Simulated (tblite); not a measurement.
C2H15NSi4.
Numbering: `[CH3:1][N:2]([CH3:3])[Si@H:4]([SiH3:5])[SiH2:6][SiH3:7]` (hydrogens: H8, H9, H10 on C1; H11, H12, H13 on C3; H14 on Si4; H15, H16, H17 on Si5; H18, H19 on Si6; H20, H21, H22 on Si7)

Structure optimised with GFN2-xTB, isolated species.

Q: List the bond lengths, angles and torsions at this level.

A: 
```json
{"bond": "C1–N2, N2–C3", "length (bohr)": "2.718"}
{"bond": "N2–Si4", "length (bohr)": "3.287"}
{"bond": "Si4–Si5", "length (bohr)": "4.415"}
{"bond": "Si4–Si6", "length (bohr)": "4.391"}
{"bond": "Si6–Si7", "length (bohr)": "4.376"}
{"bond": "C1–H8 and 3 like bonds", "length (bohr)": "2.061"}
{"bond": "C1–H10, C3–H12", "length (bohr)": "2.076"}
{"bond": "Si4–H14", "length (bohr)": "2.800"}
{"bond": "Si5–H15, Si5–H16, Si5–H17", "length (bohr)": "2.776"}
{"bond": "Si6–H18", "length (bohr)": "2.784"}
{"bond": "Si6–H19", "length (bohr)": "2.793"}
{"bond": "Si7–H20, Si7–H21, Si7–H22", "length (bohr)": "2.772"}
```

Bonds in one row agree within 0.02 bohr and their mean is given. A selection of angles:
```json
{"angle": "N2–C1–H8", "degrees": "109.5"}
{"angle": "N2–C1–H10", "degrees": "112.2"}
{"angle": "H8–C1–H9", "degrees": "108.8"}
{"angle": "H9–C1–H10", "degrees": "108.1"}
{"angle": "C1–N2–C3", "degrees": "111.6"}
{"angle": "C1–N2–Si4", "degrees": "120.4"}
{"angle": "N2–Si4–Si5", "degrees": "113.9"}
{"angle": "N2–Si4–Si6", "degrees": "104.3"}
{"angle": "N2–Si4–H14", "degrees": "100.3"}
{"angle": "Si5–Si4–Si6", "degrees": "118.3"}
{"angle": "Si5–Si4–H14", "degrees": "108.9"}
{"angle": "Si6–Si4–H14", "degrees": "109.5"}
{"angle": "Si4–Si5–H15", "degrees": "113.2"}
{"angle": "Si4–Si5–H16", "degrees": "111.1"}
{"angle": "Si4–Si5–H17", "degrees": "114.9"}
{"angle": "H15–Si5–H16", "degrees": "105.5"}
{"angle": "Si4–Si6–Si7", "degrees": "119.7"}
{"angle": "Si4–Si6–H18", "degrees": "106.3"}
{"angle": "Si4–Si6–H19", "degrees": "108.7"}
{"angle": "Si7–Si6–H18", "degrees": "109.9"}
{"angle": "Si7–Si6–H19", "degrees": "108.8"}
{"angle": "H18–Si6–H19", "degrees": "101.9"}
{"angle": "Si6–Si7–H20", "degrees": "112.3"}
{"angle": "Si6–Si7–H22", "degrees": "114.3"}
{"angle": "H20–Si7–H21", "degrees": "106.4"}
```

Dihedral angles: C1–N2–Si4–Si5 -75° (synclinal); N2–Si4–Si6–Si7 -34° (synclinal).

Si7 (SiH3 silicon) is distorted tetrahedral (angles from 105.8° to 114.3°). N2 (silicon-bound nitrogen) has angles 120.4°, 119.6° and 111.6°, sum 351.6°, 0.26 Å off the plane of its three neighbours. Of the pairs four or more bonds apart, Si6···H11 is among the closest relative to their van der Waals radii: 2.97 Å, 90 % of the sum of Bondi's values. Si5 (SiH3 silicon) is distorted tetrahedral (angles from 105.3° to 114.9°). Si4 (SiH silicon) is distorted tetrahedral (angles from 100.3° to 118.3°). The Si–Si distances run from 2.316 Å (Si6–Si7, drawn single) to 2.336 Å (Si4–Si5, drawn single), a spread of 0.020 Å. Si6 (SiH2 silicon) is distorted tetrahedral (angles from 101.9° to 119.7°).

Point group: C1 (no symmetry element, even within 0.4 Å). Its lowest GFN2-xTB frequency is 8 cm⁻¹, too small to tell a flat minimum from a shallow saddle. The numbers are those of one conformer.

These are computed values.
